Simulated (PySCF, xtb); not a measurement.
CI2, SMILES I[C]I (connectivity only; charge and spin as stated), neutral, multiplicity 1.

GFN2-xTB (xtb) at its own geometry gives an orbital gap of 1.28 eV and a dipole moment of 0.91 D.

Coordinates come from a B3LYP-D3(BJ)/def2-TZVP optimisation. The def2 effective core potentials stand for the cores of I; spin–orbit coupling is left out.

Problem. What does PySCF with PBE/def2-TZVPD give? (An estimate is asked for; the answer gives what the named calculation found.)

Solution. gap 1.29 eV (levels -5.81 and -4.53 eV), dipole 1.18 D.
